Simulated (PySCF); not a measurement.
trans-Zr(NH3)2F4 (singlet state).
Bonds: Zr1–N2, Zr1–N6, Zr1–F10, Zr1–F11, Zr1–F12, Zr1–F13. Hydrogens: H3, H4, H5 on N2; H7, H8, H9 on N6.

Computed by this run: PBE0-D3(BJ)/def2-SVP geometry optimisation, gas phase, def2 core potentials past Kr (PySCF 2.14.0); density fitting, grid level 1; the optimiser is geomeTRIC in internal coordinates, started from a GFN2-xTB structure with every atom displaced at random (about 0.03 Å).

Step 0: E = -15210.9470 eV
```
atom  x, y, z in Å  |  force x, y, z in eV/Å
Zr1     0.0994   -0.0893    0.0123   -3.995   4.857   0.254
N2     -0.0200   -0.0259    2.3492    2.959   0.693   0.877
H3     -0.5126    0.8556    2.6043    0.555  -0.847   0.011
H4      1.0354   -0.0678    2.7400   -3.483   0.170  -0.847
H5     -0.5836   -0.8232    2.6225   -0.031  -0.090   0.457
N6     -0.0045    0.0335   -2.3632    2.723   0.548   1.201
H7      0.4910    0.8552   -2.7086   -0.270  -0.034  -0.044
H8     -0.9388    0.0450   -2.6132   -2.544   0.080  -0.892
H9      0.4450   -0.8051   -2.6703    0.179  -0.705  -0.614
F10     1.8630   -0.0325    0.4988    3.743  -0.165   0.872
F11    -1.8317   -0.0185    0.4707    0.173  -0.090  -0.001
F12     0.0521    1.8343   -0.4088    0.105   0.082  -0.026
F13    -0.0641   -1.8135   -0.5116   -0.115  -4.497  -1.249
```

**Question.** Estimate the geometry and energy of step 1. (The exact step hangs on the optimiser's Hessian estimate; all steps are aligned on step 0, rigid shifts and turns removed.)

**Answer.** E = -15211.7920 eV, largest force 0.810 eV/Å
```
atom  x, y, z in Å  |  force x, y, z in eV/Å
Zr1     0.1007   -0.0675    0.0132   -0.399   0.375  -0.248
N2     -0.0358   -0.0170    2.4011    0.347  -0.076  -0.479
H3     -0.5148    0.8397    2.6736    0.011   0.007   0.078
H4      0.8958   -0.0508    2.8089   -0.012   0.017   0.255
H5     -0.5979   -0.8062    2.7147    0.006   0.016   0.126
N6     -0.0034    0.0474   -2.3999    0.378  -0.277   0.660
H7      0.4791    0.8712   -2.7500   -0.125   0.121  -0.074
H8     -0.9810    0.0660   -2.6761   -0.078   0.037  -0.195
H9      0.4389   -0.7948   -2.7603   -0.125  -0.079  -0.225
F10     2.0320   -0.0304    0.4412   -0.760  -0.159  -0.051
F11    -1.8069    0.0019    0.5253    0.470  -0.086  -0.291
F12     0.0647    1.8540   -0.4382    0.073  -0.574   0.238
F13    -0.0410   -1.9654   -0.5312    0.214   0.678   0.204
```

The energy changes by -0.8449 eV. The first-order estimate −F·Δx gives -2.0672 eV and the mean of the old and new forces, exact on a quadratic surface, -0.9222 eV. The step makes an angle of 57° with the force vector and moves no atom by more than 0.179 Å.

What follows is the cost of the whole optimisation. Time: 1.7 min of wall time; peak memory 0.57 GiB. Hardware: an Arm Neoverse V2 with one thread (shared host).
